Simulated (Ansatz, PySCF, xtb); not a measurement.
Noncovalent pair: C2H6O (SMILES COC) (first 9 atoms) with HI (SMILES I); geometry from B3LYP-D3(BJ)/def2-TZVP, rigid monomers moved along the line of their centres of mass till O2···H11 is 1.63 Å.
(charge 0, multiplicity 1):
```xyz
11

C      0.76888    -0.82015     0.06759
O      0.32688     0.26358     0.87060
C     -0.98972     0.68641     0.55062
H      0.79364    -0.53127    -0.98804
H      0.11509    -1.69111     0.18687
H      1.77353    -1.07596     0.39741
H     -1.03926     1.03909    -0.48456
H     -1.23772     1.50361     1.22457
H     -1.70936    -0.12817     0.68785
I     -0.00471    -1.07533     3.82837
H      0.25133    -0.31162     2.38865
```

Monomers are frozen at their geometry in the pair; levels with a basis set take the counterpoise correction. Rows marked so take none.

Rows in 3-21G carry no dispersion term and start afresh at each structure; the Pople sets are all-electron and without relativity.

Run with Ansatz (Gaussian orbitals); PySCF for 3-21G rows, the dispersion terms; xtb for the GFN methods. Each number belongs to the level named beside it. In def2 rows elements past Kr take small-core potentials, without spin–orbit coupling.

Task: One of these levels gives -20.9 kJ/mol for the interaction energy. Which?
A. HF/3-21G (no counterpoise)
B. r2SCAN-D4/def2-TZVPPD
C. GFN-FF
D. r2SCAN/def2-TZVPPD

Result: A, HF/3-21G (no counterpoise). The others give 1.2 (GFN-FF), -24.3 (r2SCAN/def2-TZVPPD), -26.5 (r2SCAN-D4/def2-TZVPPD)

Ansatz is a program for electronic structure.
